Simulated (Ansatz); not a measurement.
Si2F2: single points at one geometry.

```yaml
crystal:
  periodic: [false, false, false]
  atoms:
    - {symbol: Si, position_ang: [-0.919079, -0.454737, -0.441989]}
    - {symbol: Si, position_ang: [0.919088, 0.454901, 0.442321]}
    - {symbol: F, position_ang: [1.727807, 1.582021, -0.372763]}
    - {symbol: F, position_ang: [-1.727816, -1.582175, 0.372430]}
basis:
  gaussian: {orbitals: def2-TZVP, initial_orbitals: start.molden}
hamiltonian: {xc: lda}
scf: {omitted_lower_state_checks: [starts]}
output: {orbitals: {seedname: orbitals}}
```

The file start.molden holds the orbitals of an earlier run on this structure, at another level or in another basis.

```sh
$ ansatz run in.yaml --threads 4 --pin off --events-out ev --progress --plain --max-ram 3916MiB
```

Shortened log:

```
Functional definition: SPW92
  name "SPW92"
  cite "Dirac, Proc. Camb. Phil. Soc. 26, 376 (1930) doi:10.1017/S0305004100016108"
  cite "Slater, Phys. Rev. 81, 385 (1951) doi:10.1103/PhysRev.81.385"
  cite "Perdew & Wang, Phys. Rev. B 45, 13244 (1992) doi:10.1103/PhysRevB.45.13244"
  exchange = slater_x
  correlation = pw_c
these checks for a lower state are left out or cut short: starts
816 factors; their error is unknown
mean field evaluation 1: about -21094.4388 eV, gradient 4.2e1 eV
mean field evaluation 2: about -21094.8166 eV, gradient 6.2e-1 eV
mean field evaluation 4: about -21094.8086 eV, gradient 7.6e-2 eV
mean field -21094.80860743 eV, -775.2199177482 hartree, gradient 2.9e-5 eV, S^2 0.000000; 0 other end points of the search recorded, 0 dependent functions left out
reference -21094.80863673 eV, -775.2199188250 hartree; 23, 23 occupied and 113, 113 virtual orbitals, 816 factors
Total energy: -21094.80863673 eV, -775.2199188250 hartree
Checks for a lower state left out: starts
```

Run time 0.45 s (4 threads of Arm Neoverse V1 on a shared host).

First input, but with `hamiltonian: {xc: r2scan, dispersion: d4}` (abridged; 1.7 s):

```
Functional definition: r2SCAN
mean field -21187.88542773 eV, -778.6404278045 hartree, gradient 2.0e-5 eV, S^2 0.000000
Total energy: -21187.90605722 eV, -778.6411859242 hartree
Checks for a lower state left out: starts
```

As the first input, with `hamiltonian: {xc: {name: CAM-B3LYP}, dispersion: d4}` (abridged; 2.1 s):

```
Functional definition: CAM-B3LYP
mean field -21190.45640115 eV, -778.7349093350 hartree, gradient 1.0e-5 eV, S^2 0.000000
Total energy: -21190.54271743 eV, -778.7380814000 hartree
Checks for a lower state left out: starts
```

As the first input, with `hamiltonian: {xc: pbe, dispersion: d4}`, `output: {forces: true, orbitals: {seedname: orbitals}}` (abridged; 0.85 s):

```
Functional definition: PBE
mean field -21178.74200665 eV, -778.3044132773 hartree, gradient 2.4e-5 eV, S^2 0.000000
Total energy: -21178.84024230 eV, -778.3080233710 hartree
Atom 0 force     0.233133     0.311989    -0.213463 eV/Å
Atom 1 force    -0.231662    -0.309968     0.211883 eV/Å
Atom 2 force     0.217246     0.302833    -0.218817 eV/Å
Atom 3 force    -0.218717    -0.304854     0.220396 eV/Å
Dipole moment:    -0.000075    -0.000129     0.000040 e Å
Checks for a lower state left out: starts
```

As the first input, with `hamiltonian: {xc: pbe0, dispersion: d4}` (abridged; 1.8 s):

```
Functional definition: PBE0
mean field -21179.66547893 eV, -778.3383502578 hartree, gradient 1.2e-5 eV, S^2 0.000000
Total energy: -21179.74842767 eV, -778.3413985679 hartree
Checks for a lower state left out: starts
```

The first input with `gaussian: {orbitals: def2-TZVPP, initial_orbitals: start.molden}`, `correlation: {method: ccsd_t}` and without the key `hamiltonian` (abridged; 19 s):

```
Functional definition: HF
mean field evaluation 16: about -21137.5348 eV, gradient 8.1e-1 eV
mean field -21138.44690436 eV, -776.8235955811 hartree, gradient 5.4e-6 eV, S^2 0.000000; 1 other end points of the search recorded, 0 dependent functions left out; unrestricted orbitals would lower it
mean field evaluation 32: about -21138.6822 eV, gradient 5.2e0 eV
mean field evaluation 64: about -21139.6538 eV, gradient 5.5e-2 eV
determinant -21138.44690436 eV, -776.8235955811 hartree, with singles and doubles -21158.40577533 eV, -777.5570705609 hartree
determinant -21137.53718083 eV, -776.7901638582 hartree, with singles and doubles -21157.02117458 eV, -777.5061874217 hartree
unrestricted determinant -21139.65372022 eV, -776.8679452461 hartree, S^2 1.3027
12 core orbitals not correlated: weight in the atoms' cores, before any rotation towards them, 1.000 or more for the frozen orbitals, at most 0.000 for the correlated occupied ones
second order -19.43758731 eV of doubles, -0.00000000 eV of singles
cycle   1  -19.87052598 eV  change    -1.9e0 eV  update   2.6e-2
cycle   2  -19.91195114 eV  change   -4.1e-2 eV  update   5.1e-3
cycle   3  -19.90998831 eV  change    2.0e-3 eV  update   2.1e-3
cycle   4  -19.90959623 eV  change    3.9e-4 eV  update   8.2e-4
cycle   5  -19.90998906 eV  change   -3.9e-4 eV  update   4.9e-4
cycle   6  -19.91013056 eV  change   -1.4e-4 eV  update   2.5e-4
cycle   7  -19.91041061 eV  change   -2.8e-4 eV  update   1.2e-4
cycle   8  -19.91046659 eV  change   -5.6e-5 eV  update   5.7e-5
cycle   9  -19.91046037 eV  change    6.2e-6 eV  update   4.0e-5
cycle  10  -19.91043943 eV  change    2.1e-5 eV  update   3.4e-5
cycle  11  -19.91043425 eV  change    5.2e-6 eV  update   2.9e-5
cycle  12  -19.91043569 eV  change   -1.4e-6 eV  update   2.1e-5
perturbative correction -0.87021165 eV, -0.0319796884 hartree
Total energy: -21159.22755170 eV, -777.5872702853 hartree
Checks for a lower state left out: starts
```

Geometry: B3LYP-D4/def2-TZVP.

Correlated methods freeze 12 core orbitals. The restricted singlet is unstable towards broken spin symmetry in Hartree–Fock (as tested in another run); at LDA (SPW92)/def2-TZVP, r2SCAN-D4/def2-TZVP, CAM-B3LYP-D4/def2-TZVP, PBE-D4/def2-TZVP and others this wasn't settled. At CCSD(T)/def2-TZVPP T1 of the charge 0 singlet is large (up to 0.021), so the single-reference result is doubtful. At CCSD(T)/def2-TZVPP the restricted singlet (for correlated methods, its reference) is unstable: a solution with broken spin symmetry lies lower. Another isomer (triplet) lies 0.70 eV lower at PBE0-D4/def2-TZVP; other spin states weren't run for this one.
